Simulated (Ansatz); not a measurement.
Input and output for `[AlH2][N]([SiH3])[SiH3]`.

```yaml
crystal:
  periodic: [false, false, false]
  atoms:
    - {symbol: Al, position_ang: [-0.895033, 1.711504, -0.255884]}
    - {symbol: N, position_ang: [-0.067057, 0.135877, -0.018245]}
    - {symbol: Si, position_ang: [-0.153202, -0.703703, 1.501565]}
    - {symbol: Si, position_ang: [0.846700, -0.600979, -1.300512]}
    - {symbol: H, position_ang: [-0.771086, 2.406524, -1.669316]}
    - {symbol: H, position_ang: [-1.700902, 2.314686, 0.961907]}
    - {symbol: H, position_ang: [1.205940, -0.894220, 2.078799]}
    - {symbol: H, position_ang: [-0.761362, -2.051451, 1.326694]}
    - {symbol: H, position_ang: [-0.980328, 0.085975, 2.449009]}
    - {symbol: H, position_ang: [0.799372, 0.274736, -2.498937]}
    - {symbol: H, position_ang: [0.288655, -1.936854, -1.648031]}
    - {symbol: H, position_ang: [2.265204, -0.797396, -0.892949]}
basis:
  gaussian: {orbitals: def2-mTZVPP, nuclear_model: gaussian}
hamiltonian: {xc: {name: HF}}
correlation: {method: rpa}
```

```sh
$ ansatz run in.yaml --threads 4 --pin off --events-out ev --progress --plain --max-ram 10444MiB
```

Output, abridged:

```
Functional definition: HF
1298 factors; integrals over basis functions are off by at most 1.5e-3 eV
mean field evaluation 1: about -23914.4583 eV, gradient 4.1e1 eV
mean field evaluation 2: about -23914.4822 eV, gradient 4.1e1 eV
mean field evaluation 4: about -23918.4924 eV, gradient 3.9e0 eV
mean field evaluation 8: about -23918.5522 eV, gradient 8.5e-2 eV
mean field -23918.55226945 eV, -878.9905833253 hartree, gradient 1.8e-6 eV, S^2 0.000000; 0 other end points of the search recorded, 0 dependent functions left out
16 core orbitals not correlated: weight in the atoms' cores, before any rotation towards them, 1.000 or more for the frozen orbitals, at most 0.000 for the correlated occupied ones
reference -23918.55226945 eV, -878.9905833253 hartree; 12, 12 occupied and 112, 112 virtual orbitals, 1298 factors
Total energy: -23934.82559908 eV, -879.5886171589 hartree
```

Run time 1 s (4 threads of an Intel Xeon 6975P-C on a shared host); peak host memory 0.29 GiB.
